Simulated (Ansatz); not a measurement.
A first, cheap relaxation of C3H9BO, SMILES `CBOCC`.

```yaml
crystal:
  periodic: [false, false, false]
  atoms:
    - {symbol: C, position_ang: [-1.606300, -1.323900, 1.170400]}
    - {symbol: B, position_ang: [-0.178500, -0.719700, 1.278700]}
    - {symbol: O, position_ang: [0.163900, 0.551100, 0.611000]}
    - {symbol: C, position_ang: [0.778100, 0.274900, -0.662700]}
    - {symbol: C, position_ang: [1.091200, 1.561200, -1.358800]}
    - {symbol: H, position_ang: [-2.105000, -1.338500, 2.168400]}
    - {symbol: H, position_ang: [-1.602600, -2.282100, 0.693900]}
    - {symbol: H, position_ang: [-2.228900, -0.580400, 0.526200]}
    - {symbol: H, position_ang: [0.627000, -1.283500, 1.969300]}
    - {symbol: H, position_ang: [1.620300, -0.372200, -0.575300]}
    - {symbol: H, position_ang: [-0.073800, -0.238900, -1.272800]}
    - {symbol: H, position_ang: [1.510300, 1.366200, -2.338100]}
    - {symbol: H, position_ang: [0.149700, 2.252000, -1.451800]}
    - {symbol: H, position_ang: [1.841800, 2.104600, -0.729600]}
basis:
  gaussian: {orbitals: def2-SVP}
hamiltonian: {xc: pbe, dispersion: d4}
relax: {f_tol: 0.03, max_steps: 200}
```

```sh
$ ansatz run in.yaml --threads 4 --pin off --events-out ev --progress --plain
```

Output, abridged:

```
Functional definition: PBE
mean field -5968.74440603 eV, -219.3473111615 hartree, gradient 1.5e-5 eV, S^2 0.000000; 0 other end points of the search recorded, 0 dependent functions left out
relax step   1: F+E_penalty+E_count = -5968.96168837 eV  Δ(F+E_penalty+E_count) = +0.000e0 eV  max|allowed force component| = 3.749e0 eV/Å  Δτ_max = 0.0000 Å  (28 SCF iters, accepted)
mean field -5969.19473653 eV, -219.3638605021 hartree, gradient 4.7e-6 eV, S^2 0.000000; 0 other end points of the search recorded, 0 dependent functions left out
relax step   2: F+E_penalty+E_count = -5969.41195840 eV  Δ(F+E_penalty+E_count) = -4.503e-1 eV  max|allowed force component| = 1.418e0 eV/Å  Δτ_max = 0.1084 Å  (30 SCF iters, accepted)
mean field -5969.30248954 eV, -219.3678203521 hartree, gradient 8.0e-6 eV, S^2 0.000000; 0 other end points of the search recorded, 0 dependent functions left out
relax step   3: F+E_penalty+E_count = -5969.51714972 eV  Δ(F+E_penalty+E_count) = -1.052e-1 eV  max|allowed force component| = 8.410e-1 eV/Å  Δτ_max = 0.1740 Å  (30 SCF iters, accepted)
mean field -5969.45242103 eV, -219.3733302327 hartree, gradient 9.8e-6 eV, S^2 0.000000; 0 other end points of the search recorded, 0 dependent functions left out
relax step   4: F+E_penalty+E_count = -5969.66477891 eV  Δ(F+E_penalty+E_count) = -1.476e-1 eV  max|allowed force component| = 9.448e-1 eV/Å  Δτ_max = 0.2000 Å  (35 SCF iters, accepted)
mean field -5969.61355706 eV, -219.3792518725 hartree, gradient 2.0e-5 eV, S^2 0.000000; 0 other end points of the search recorded, 0 dependent functions left out
relax step   5: F+E_penalty+E_count = -5969.82387749 eV  Δ(F+E_penalty+E_count) = -1.591e-1 eV  max|allowed force component| = 1.160e0 eV/Å  Δτ_max = 0.1949 Å  (34 SCF iters, accepted)
mean field -5969.78814501 eV, -219.3856678612 hartree, gradient 9.1e-6 eV, S^2 0.000000; 0 other end points of the search recorded, 0 dependent functions left out
relax step   6: F+E_penalty+E_count = -5969.99797115 eV  Δ(F+E_penalty+E_count) = -1.741e-1 eV  max|allowed force component| = 6.335e-1 eV/Å  Δτ_max = 0.1944 Å  (28 SCF iters, accepted)
mean field -5969.90604162 eV, -219.3900004820 hartree, gradient 7.6e-6 eV, S^2 0.000000; 0 other end points of the search recorded, 0 dependent functions left out
relax step   7: F+E_penalty+E_count = -5970.11575519 eV  Δ(F+E_penalty+E_count) = -1.178e-1 eV  max|allowed force component| = 3.556e-1 eV/Å  Δτ_max = 0.1999 Å  (28 SCF iters, accepted)
mean field -5969.96873049 eV, -219.3923042554 hartree, gradient 7.7e-6 eV, S^2 0.000000; 0 other end points of the search recorded, 0 dependent functions left out
relax step   8: F+E_penalty+E_count = -5970.17933791 eV  Δ(F+E_penalty+E_count) = -6.358e-2 eV  max|allowed force component| = 1.925e-1 eV/Å  Δτ_max = 0.1999 Å  (29 SCF iters, accepted)
mean field -5969.97618600 eV, -219.3925782404 hartree, gradient 9.0e-6 eV, S^2 0.000000; 0 other end points of the search recorded, 0 dependent functions left out
relax step   9: F+E_penalty+E_count = -5970.18771113 eV  Δ(F+E_penalty+E_count) = -8.373e-3 eV  max|allowed force component| = 8.004e-1 eV/Å  Δτ_max = 0.2000 Å  (29 SCF iters, accepted)
mean field -5969.98068276 eV, -219.3927434933 hartree, gradient 6.3e-6 eV, S^2 0.000000; 0 other end points of the search recorded, 0 dependent functions left out
relax step  10: F+E_penalty+E_count = -5970.19291444 eV  Δ(F+E_penalty+E_count) = -5.203e-3 eV  max|allowed force component| = 2.145e-1 eV/Å  Δτ_max = 0.1656 Å  (28 SCF iters, accepted)
mean field -5969.99503795 eV, -219.3932710367 hartree, gradient 2.1e-5 eV, S^2 0.000000; 0 other end points of the search recorded, 0 dependent functions left out
relax step  11: F+E_penalty+E_count = -5970.20731954 eV  Δ(F+E_penalty+E_count) = -1.441e-2 eV  max|allowed force component| = 1.078e-1 eV/Å  Δτ_max = 0.0822 Å  (28 SCF iters, accepted)
mean field -5969.99667564 eV, -219.3933312207 hartree, gradient 2.2e-5 eV, S^2 0.000000; 0 other end points of the search recorded, 0 dependent functions left out
relax step  12: F+E_penalty+E_count = -5970.20930679 eV  Δ(F+E_penalty+E_count) = -1.987e-3 eV  max|allowed force component| = 1.156e-2 eV/Å  Δτ_max = 0.0351 Å  (28 SCF iters, accepted)
mean field -5969.99677419 eV, -219.3933348423 hartree, gradient 1.0e-5 eV, S^2 0.000000; 0 other end points of the search recorded, 0 dependent functions left out
relax step  13: F+E_penalty+E_count = -5970.20959801 eV  Δ(F+E_penalty+E_count) = -2.912e-4 eV  max|allowed force component| = 7.690e-2 eV/Å  Δτ_max = 0.0386 Å  (29 SCF iters, accepted)
mean field -5969.99700275 eV, -219.3933432417 hartree, gradient 1.1e-5 eV, S^2 0.000000; 0 other end points of the search recorded, 0 dependent functions left out
relax step  14: F+E_penalty+E_count = -5970.20995479 eV  Δ(F+E_penalty+E_count) = -3.568e-4 eV  max|allowed force component| = 4.747e-2 eV/Å  Δτ_max = 0.0322 Å  (30 SCF iters, accepted)
mean field -5969.99713072 eV, -219.3933479447 hartree, gradient 1.1e-5 eV, S^2 0.000000; 0 other end points of the search recorded, 0 dependent functions left out
relax step  15: F+E_penalty+E_count = -5970.21014326 eV  Δ(F+E_penalty+E_count) = -1.885e-4 eV  max|allowed force component| = 4.020e-2 eV/Å  Δτ_max = 0.0218 Å  (30 SCF iters, accepted)
mean field -5969.99657152 eV, -219.3933273943 hartree, gradient 1.0e-5 eV, S^2 0.000000; 0 other end points of the search recorded, 0 dependent functions left out
relax step  16: F+E_penalty+E_count = -5970.20971730 eV  Δ(F+E_penalty+E_count) = +4.260e-4 eV  max|allowed force component| = 7.676e-2 eV/Å  Δτ_max = 0.0524 Å  (29 SCF iters, rejected (line search))
mean field -5969.99724403 eV, -219.3933521086 hartree, gradient 1.1e-5 eV, S^2 0.000000; 0 other end points of the search recorded, 0 dependent functions left out
relax step  17: F+E_penalty+E_count = -5970.21032170 eV  Δ(F+E_penalty+E_count) = -1.784e-4 eV  max|allowed force component| = 1.872e-2 eV/Å  Δτ_max = 0.0254 Å  (31 SCF iters, accepted)
mean field -5969.99724403 eV, -219.3933521086 hartree, gradient 1.5e-5 eV, S^2 0.000000; 1 other end points of the search recorded, 0 dependent functions left out
Total energy: -5970.21035992 eV, -219.4011839731 hartree
Atom 0 at    -1.748301    -1.139738     1.485182 Å, force    -0.012920    -0.009963     0.011328 eV/Å
Atom 1 at    -0.367662    -0.851988     0.795058 Å, force     0.004330    -0.002488     0.002184 eV/Å
Atom 2 at    -0.336575    -0.197501    -0.394638 Å, force     0.001882     0.001794    -0.004087 eV/Å
Atom 3 at     0.881470     0.114569    -1.073418 Å, force    -0.002448    -0.000909    -0.008350 eV/Å
Atom 4 at     1.104674     1.618177    -1.106587 Å, force     0.000138    -0.004266     0.003288 eV/Å
Atom 5 at    -1.762084    -0.709548     2.510936 Å, force    -0.000352    -0.004354    -0.014165 eV/Å
Atom 6 at    -1.879699    -2.235372     1.628998 Å, force     0.002078     0.018724    -0.002002 eV/Å
Atom 7 at    -2.617789    -0.748241     0.920725 Å, force     0.009328    -0.004468     0.006422 eV/Å
Atom 8 at     0.697698    -1.205743     1.297006 Å, force    -0.002596     0.001077    -0.001649 eV/Å
Atom 9 at     1.732954    -0.404892    -0.578788 Å, force     0.001271     0.000421     0.000642 eV/Å
Atom 10 at     0.792906    -0.286670    -2.106582 Å, force     0.000052     0.003682     0.008725 eV/Å
Atom 11 at     2.010995     1.861760    -1.696935 Å, force     0.000397     0.000031    -0.000112 eV/Å
Atom 12 at     0.239316     2.133400    -1.569344 Å, force    -0.000994     0.001623    -0.000913 eV/Å
Atom 13 at     1.239297     2.022587    -0.082814 Å, force    -0.000166    -0.000905    -0.001311 eV/Å
Dipole moment:     0.181112     0.092306    -0.126940 e Å
```

It took 33 s on 4 threads of a server CPU on a shared host, with 0.15 GiB of host memory at the peak.
